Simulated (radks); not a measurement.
Fractional charge and spin in the 3d shell of copper: the spin-up occupation runs from 4 to 5 and the spin-down occupation from 4 to 5; the fullest corner is Cu, [Ar] 4s(up 0.5, down 0.5) 3d(up 5, down 5). All-electron calculation, non-relativistic Kohn-Sham, LDA (Slater exchange, Perdew-Wang correlation), spin-polarised, spherical densities, point nucleus. Program: a radial shooting solver on a logarithmic mesh with Libxc functionals. Energy (eV) minus the two flat planes that join the four corners (they meet along the diagonal where the two added fractions sum to one electron); zero is where a piecewise linear energy would lie.

\begin{tabular}{lrrrrr}
down \ up & 4 & 4.25 & 4.5 & 4.75 & 5 \\ \hline
4 & 0.000 & -1.645 & -2.162 & -1.597 & 0.000 \\
4.25 & -1.645 & -2.097 & -1.470 & 0.185 & -1.299 \\
4.5 & -2.162 & -1.470 & 0.246 & -1.179 & -1.690 \\
4.75 & -1.597 & 0.185 & -1.179 & -1.631 & -1.234 \\
5 & 0.000 & -1.299 & -1.690 & -1.234 & 0.000 \\
\end{tabular}

Corners above the fullest one (they belong to Cu+ and the next ion): (up 5, down 4) 11.892 eV, (up 4, down 5) 11.892 eV, (up 4, down 4) 40.242 eV. With half an added electron in each spin the energy lies 0.246 eV from the planes, and with half an added electron in spin up alone -2.162 eV. The planes are only a guide here: the flat-plane condition holds for ground states with one frontier orbital, while this shell lies below other occupied shells, so the corners above the fullest one are inner-hole states and not the ground states of those ions.
